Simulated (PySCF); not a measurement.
PySCF input for C2H10N2OSi, SMILES C[C@@H](N)[Si@H](N)O, KT2/pcSseg-1. Coordinates come from a r2SCAN-D4/def2-SVP optimisation. The structure was generated by enumeration; whether it is a known compound was not checked. Other conformers were not sampled.

```python
import numpy as np
from pyscf import gto, scf, dft
from pyscf.prop.nmr import rks as nmr

mol = gto.M(
    atom='''
    C    -1.44199066   -1.51354107   -0.65629972
    C    -1.08648226   -0.08041002   -0.26842572
    N    -1.51405273    0.32222179    1.08855875
    Si    0.76131339    0.38877479   -0.42469468
    N     1.77865802   -0.96225936   -0.05620306
    O     0.86383743    1.69379520    0.60969597
    H    -1.14052997   -1.73456940   -1.69385409
    H    -2.52772471   -1.70140851   -0.57406706
    H    -0.91678011   -2.23991534   -0.01318516
    H    -1.59930638    0.61304981   -0.96381502
    H    -1.20574422   -0.37727688    1.76815958
    H    -2.53401684    0.33112360    1.15543447
    H     1.13877140    0.77565879   -1.81324815
    H     2.70813491   -0.99294779   -0.46505446
    H     1.81218888   -1.33285104    0.88990335
    H     0.01452068    1.70989788    1.09974735
    ''',
    basis='pcSseg-1',
    charge=0,
    spin=0,
    max_memory=1600,
    verbose=3,
)
mf = dft.RKS(mol, xc='kt2')
mf.grids.level = 3
mf.conv_tol = 1e-10
mf.max_cycle = 100
mf.kernel()
n = nmr.NMR(mf)
n.verbose = 2
n.max_cycle_cphf = 60
sigma = n.kernel()
print('atom   isotropic/ppm   span/ppm')
for i, s in enumerate(sigma):
    w = np.linalg.eigvalsh((s + s.T) / 2)
    print(f'{mol.atom_symbol(i):2s}{i + 1:3d} {w.mean():14.3f} {w[2] - w[0]:11.3f}')
```

Output:

```
converged SCF energy = -563.218519830547
atom   isotropic/ppm   span/ppm
C   1        158.355      36.968
C   2        141.393      40.926
N   3        209.540      43.948
Si  4        381.467      81.317
N   5        232.540      58.006
O   6        254.556     102.452
H   7         29.745      10.836
H   8         29.977       9.532
H   9         30.071       8.236
H  10         29.093       8.040
H  11         31.349      13.184
H  12         30.200      16.444
H  13         26.531       9.086
H  14         30.140      17.015
H  15         30.952      16.265
H  16         26.349      22.211
```

Self-consistency was reached.
